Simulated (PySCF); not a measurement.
## Spin–spin couplings to the heavy atom in `[NH3+][InH2-][CH2]F`, CH7FInN

Geometry:
| atom | x (Å) | y (Å) | z (Å) |
| --- | --- | --- | --- |
| N1 | 1.433 | -0.717 | -0.520 |
| In2 | 0.141 | 1.231 | -0.200 |
| C3 | -1.644 | -0.046 | -0.588 |
| F4 | -1.271 | -1.396 | -0.422 |
| H5 | 2.078 | -0.931 | 0.237 |
| H6 | 0.674 | -1.407 | -0.514 |
| H7 | 1.937 | -0.794 | -1.401 |
| H8 | 0.698 | 2.282 | -1.469 |
| H9 | 0.508 | 1.544 | 1.474 |
| H10 | -2.047 | 0.056 | -1.609 |
| H11 | -2.468 | 0.153 | 0.116 |

Level of theory for the indirect couplings: PBE0/pcJ-1 (dyall-v2z on In), isolated molecule, Gaussian nuclear model, PBE0-D3(BJ)/def2-SVP geometry (PySCF 2.14.0).

Non-relativistic values:
```json
{"coupling": "1J(115In,15N)", "atoms": "In2 – N1", "J (Hz)": "27.3"}
{"coupling": "1J(115In,13C)", "atoms": "In2 – C3", "J (Hz)": "338.7"}
{"coupling": "1J(115In,1H)", "atoms": "In2 – H8/H9", "J (Hz)": "990.6"}
{"coupling": "2J(115In,19F)", "atoms": "In2 – F4", "J (Hz)": "53.5"}
{"coupling": "2J(115In,1H)", "atoms": "In2 – H5/H6/H7", "J (Hz)": "-3.4"}
{"coupling": "2J(115In,1H)", "atoms": "In2 – H10/H11", "J (Hz)": "-6.1"}
```

**Question.** What do two-component X2C with spin–orbit coupling give?

**Answer.** 
| coupling | atoms | with spin–orbit (Hz) |
| --- | --- | --- |
| 1J(115In,15N) | In2 – N1 | 47.1 |
| 1J(115In,13C) | In2 – C3 | 416.7 |
| 1J(115In,1H) | In2 – H8/H9 | 1344.4 |
| 2J(115In,19F) | In2 – F4 | 85.9 |
| 2J(115In,1H) | In2 – H5/H6/H7 | -2.6 |
| 2J(115In,1H) | In2 – H10/H11 | -1.2 |

The largest listed coupling, 1J(115In,1H), ends at 1.36 times its non-relativistic value. Equivalent partners are averaged, as under fast rotation. In the static structure 2J(115In,1H) spreads over -3.9, 1.5 Hz. Couplings to strongly quadrupolar nuclei (115In) are seldom resolved in solution.
